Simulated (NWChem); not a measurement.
System meant: NbHOF4; SMILES [OH][Nb]([F])([F])([F])[F]

Here is an NWChem input.

```
start job
memory heap 200 mb stack 900 mb global 1100 mb
geometry units angstroms noautoz
  Nb     0.000000     0.000000     0.010187
  F      1.576626    -0.989327     0.070116
  F      0.068469     1.860062     0.070116
  F     -1.645095    -0.870735     0.070116
  F      0.000000     0.000000     1.899561
  O      0.000000     0.000000    -1.867018
  H      0.000000     0.000000    -2.836149
end
basis spherical
  * library def2-svp
end
dft
  xc xpbe96 cpbe96
  iterations 150
  mulliken
end
task dft energy
```

End of the output:

```
             Northwest Computational Chemistry Package (NWChem) 7.3.0
             --------------------------------------------------------

 C3  symmetry detected

                             Geometry "geometry" -> ""
                             -------------------------

 Output coordinates in angstroms (scale by  1.889725989 to convert to a.u.)

  No.       Tag          Charge          X              Y              Z
 ---- ---------------- ---------- -------------- -------------- --------------
    1 Nb                  41.0000     0.00000000     0.00000000    -0.00881945
    2 F                    9.0000     1.47079018    -1.14074271     0.05110955
    3 F                    9.0000     0.25251708     1.84411302     0.05110955
    4 F                    9.0000    -1.72330726    -0.70337030     0.05110955
    5 F                    9.0000     0.00000000     0.00000000     1.88055455
    6 O                    8.0000    -0.00000000     0.00000000    -1.88602445
    7 H                    1.0000     0.00000000     0.00000000    -2.85515545

 Effective nuclear repulsion energy (a.u.)     669.3278653316

      Symmetry information
      --------------------

 Group name             C3
 Group number              5
 Group order               3
 No. of unique centers     5

  pbe96 is a nonlocal functional; adding pw91lda local functional.

                                 NWChem DFT Module
                                 -----------------

 Summary of "ao basis" -> "ao basis" (spherical)
 ------------------------------------------------------------------------------
       Tag                 Description            Shells   Functions and Types
 ---------------- ------------------------------  ------  ---------------------
 Nb                         def2-svp                11       31   5s3p2d1f
 F                          def2-svp                 6       14   3s2p1d
 O                          def2-svp                 6       14   3s2p1d
 H                          def2-svp                 3        5   2s1p

      Symmetry analysis of basis
      --------------------------

        a          42
        e+         32
        e-         32

  Rotation of axis

            General Information
            -------------------
          SCF calculation type: DFT
          Wavefunction type:  closed shell.
          No. of atoms     :     7
          No. of electrons :    86
           Alpha electrons :    43
            Beta electrons :    43
          Charge           :     0
          Spin multiplicity:     1
          Use of symmetry is: on ; symmetry adaption is: on
          Maximum number of iterations: 150
          AO basis - number of functions:   106
                     number of shells:    44
          Convergence on energy requested:  1.00D-06
          Convergence on density requested:  1.00D-05
          Convergence on gradient requested:  5.00D-04

              XC Information
              --------------
          PerdewBurkeErnzerhof Exchange Functional  1.000
            Perdew 1991 LDA Correlation Functional  1.000 local
           PerdewBurkeErnz. Correlation Functional  1.000 non-local

             Grid Information
             ----------------
          Grid used for XC integration:  medium
          Radial quadrature: Mura-Knowles
          Angular quadrature: Lebedev.
          Tag              B.-S. Rad. Rad. Pts. Rad. Cut. Ang. Pts.
          ---              ---------- --------- --------- ---------
          Nb                  1.45      123          10.0       590
          F                   0.50       49          12.0       434
          O                   0.60       49           8.0       434
          H                   0.35       45          11.0       434
          Grid pruning is: on
          Number of quadrature shells:   315
          Spatial weights used:  Erf1

      Superposition of Atomic Density Guess
      -------------------------------------

 Sum of atomic energies:       -1196.86811010

      Non-variational initial energy
      ------------------------------

 Total energy =   -1203.310285
 1-e energy   =   -2945.702593
 2-e energy   =    1073.064443
 HOMO         =      -1.719774
 LUMO         =      -1.588740

      Symmetry analysis of molecular orbitals - initial
      -------------------------------------------------

  Numbering of irreducible representations:

     1 a           2 e+          3 e-

  Orbital symmetries:

     1 a           2 e+          3 e+          4 a           5 a
     6 a           7 a           8 a           9 e+         10 e+
    11 a          12 e+         13 e+         14 e+         15 e+
    16 a          17 a          18 a          19 e+         20 e+
    21 a          22 e+         23 e+         24 e+         25 e+
    26 a          27 a          28 a          29 e+         30 e+
    31 a          32 e+         33 e+         34 e+         35 e+
    36 a          37 a          38 e+         39 e+         40 a
    41 a          42 e+         43 e+         44 e+         45 e+
    46 a          47 a          48 e+         49 e+         50 e+
    51 e+         52 a          53 a

     ---------------------------------------------
      Total Density - Mulliken Population Analysis
     ---------------------------------------------

    Atom       Charge   Shell Charges
 -----------   ------   -------------------------------------------------------
    1 Nb  41    43.52   2.01  2.07  2.22 -0.24  0.07  6.09  6.39 -0.35 10.64  0.03 14.58
    2 F    9     9.26   1.99  1.11  0.76  3.55  1.81  0.04
    3 F    9     9.26   1.99  1.11  0.76  3.55  1.81  0.04
    4 F    9     9.26   1.99  1.11  0.76  3.55  1.81  0.04
    5 F    9     8.45   1.99  1.13  0.90  2.91  1.49  0.03
    6 O    8     6.13   1.99  1.09  0.79  1.45  0.80  0.01
    7 H    1     0.12   0.12 -0.01  0.01

   convergence    iter        energy       DeltaE   RMS-Dens  Diis-err
 ---------------- ----- ----------------- --------- --------- ---------
 d= 0,ls=0.0,diis     1  -1237.1425427566 -1.91D+03  1.48D-01  3.58D+01
 d= 0,ls=0.0,diis     2  -1219.3983188545  1.77D+01  1.22D-01  1.60D+02
 d= 0,ls=0.0,diis     3  -1239.8135101789 -2.04D+01  6.82D-02  1.01D+01
 d= 0,ls=0.0,diis     4  -1240.1124928757 -2.99D-01  3.95D-02  6.86D+00
 d= 0,ls=0.0,diis     5  -1240.4190480741 -3.07D-01  2.34D-02  3.28D+00
 d= 0,ls=0.0,diis     6  -1240.7027369195 -2.84D-01  8.98D-03  3.64D-01
  Resetting Diis
 d= 0,ls=0.0,diis     7  -1240.7385898729 -3.59D-02  3.49D-03  6.73D-02
 d= 0,ls=0.0,diis     8  -1240.7444070827 -5.82D-03  5.27D-03  5.07D-03
 d= 0,ls=0.0,diis     9  -1240.7321533762  1.23D-02  3.51D-03  1.13D-01
 d= 0,ls=0.0,diis    10  -1240.7450025233 -1.28D-02  6.22D-04  1.16D-03
 d= 0,ls=0.0,diis    11  -1240.7451264615 -1.24D-04  2.47D-04  4.77D-04
 d= 0,ls=0.0,diis    12  -1240.7451732705 -4.68D-05  2.22D-05  1.42D-06
 d= 0,ls=0.0,diis    13  -1240.7451733786 -1.08D-07  5.30D-06  2.29D-07

[...]
```

Problem. Can this run be used? If not, why, and what is the fix?

Solution. The run ends normally but its numbers are meaningless: the def2 basis of a heavy element holds valence functions alone and wants its effective core potential (without it all electrons must fit into that basis). This input runs:
```
start job
memory heap 200 mb stack 900 mb global 1100 mb
geometry units angstroms noautoz
  Nb     0.000000     0.000000     0.010187
  F      1.576626    -0.989327     0.070116
  F      0.068469     1.860062     0.070116
  F     -1.645095    -0.870735     0.070116
  F      0.000000     0.000000     1.899561
  O      0.000000     0.000000    -1.867018
  H      0.000000     0.000000    -2.836149
end
basis spherical
  * library def2-svp
end
ecp
  Nb library def2-ecp
end
dft
  xc xpbe96 cpbe96
  iterations 150
  mulliken
end
task dft energy
```
It converges to -531.70214 Ha (PBE/def2-SVP with def2 effective core potentials on Nb). The faulty run gave -1240.745 Ha, with all electrons squeezed into the valence basis.
